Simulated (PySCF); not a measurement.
SMILES C(/B(O)O)=C/B(O)O (C2H6B2O4) at its GFN2-xTB optimised geometry (Å):

```
14

O      3.0032    -0.4304     0.0000
B      1.6478    -0.4304     0.0000
O      0.9326    -1.5964     0.0224
C      0.9702     0.9830     0.0000
C     -0.3015     1.3493    -0.2092
B     -1.5741     0.4684    -0.5322
O     -2.7029     1.1568    -0.8394
O     -1.6295    -0.8832    -0.5220
H      3.4521    -1.2772     0.0045
H      1.4352    -2.4131     0.0296
H      1.6880     1.7778     0.1835
H     -0.5153     2.4131    -0.1735
H     -3.4521     0.5901    -1.0282
H     -0.7908    -1.3021    -0.3011
```

Level of theory: CAM-B3LYP/def2-TZVP (PySCF).

Map of the deformation density (molecule minus spherical neutral atoms) (e/bohr³) on the plane z = 0.8 Å:

```
|###########################|
|###########################|
|###########################|
|###########################|
|###########################|
|###########################|
|############*##############|
|###########********########|
|##########*******++*#######|
|#########**++***##**#######|
|########***++%%=*#**#######|
|########*+***%#==++*#######|
|#######**+*****##*+*#%%####|
|########*********-=#@@%####|
|##########****+=: =@@%#####|
|###########*****+:=###**###|
|##########***#%@@*+**++*###|
|###########*#%@@%****++*###|
|##############%##******####|
|###############*++*########|
|###############*+**########|
|###########################|
|###########################|
|###########################|
|###########################|
|###########################|
|###########################|
```
Scale: ten equal steps from -0.025 (start of ' ') to 0.007 (end of '@'), in the order ' .:-=+*#%@'; x runs from -5.50 to 5.50, y from -5.50 (bottom) to 5.50 (top).
